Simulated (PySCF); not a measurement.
# Static response to an electric field

C₅H₆SSi.
Cartesian coordinates in Å at the GFN2-xTB level; atoms count from 1:
```xyz
13
C5H6SSi angstrom
C      3.408    0.709    0.184
C      2.228    0.486    0.178
C      0.840    0.255    0.208
C      0.192   -0.548   -0.638
C     -1.284   -0.748   -0.550
Si    -1.948    0.297    0.899
S     -0.053    1.124    1.488
H      4.441    0.891    0.173
H      0.741   -1.069   -1.410
H     -1.747   -0.467   -1.499
H     -1.499   -1.811   -0.414
H     -2.836    1.379    0.488
H     -2.487   -0.497    1.997
```

Level: B3LYP/def2-SVPD (PySCF), static field, nuclei fixed, core orbitals frozen in the response. The polarisability tensor in these axes (au):

```
x   141.91  11.96  -1.55
y    11.96  83.94  14.09
z    -1.55  14.09  88.16
```

Question: Give the principal values, the mean and the anisotropy Δα = √{½[(α1 − α2)² + (α2 − α3)² + (α1 − α3)²]}.

Answer: Principal values 70.36, 99.34 and 144.31 au; mean 104.67 au = 15.51 Å³ = 17.26 × 10⁻⁴⁰ C²·m²/J; Δα = 64.54 au (62 % of the mean).

Question: What is the dipole moment, and where does it point?

Answer: (-1.22, -1.29, -1.32) D, 2.21 D in size, pointing from the negative to the positive side. Measured along this direction, the outermost atoms are H8 at the negative end and H10 and H11 at the positive end.

Question: Form Σ f/ω² (atomic units) for the 8 lowest TDDFT singlets, given as eV and f, and set it beside the mean polarisability, which is this sum over all singlets: 4.57, 0.0820; 4.67, 0.0001; 4.98, 0.0043; 5.44, 0.0012; 5.44, 0.0001; 5.66, 0.1119; 5.80, 0.0000; 6.15, 0.0018.

Answer: They add up to 5.69 au, 5.4 % of the 104.67 au; the largest single term is 2.91 au, from the state at 4.57 eV. Terms in order: 2.91, 0.01, 0.13, 0.03, 0.00, 2.58, 0.00, 0.03 au. Higher excitations give the rest. The strengths listed sum to 0.201.

Question: Find the Langevin capture rate constant for O2+ (31.990 u) meeting this molecule (125.996 u), k = 2.342 × 10⁻⁹ cm³/s × √(α in Å³ / reduced mass in u).

Answer: The reduced mass is 25.51 u, so k = 1.83 × 10⁻⁹ cm³/s. The formula leaves out the permanent dipole, which adds to the capture rate.

Question: Along which axes do the principal values lie, and how far do the nuclei extend along each?

Answer: Largest value along (0.98, 0.20, 0.02), where the nuclei span 7.02 Å; middle along (-0.14, 0.61, 0.78), 3.71 Å; least along (-0.14, 0.77, -0.62), 2.43 Å. The response follows the extents in order.

Isolated species at its GFN2-xTB geometry, gas phase.
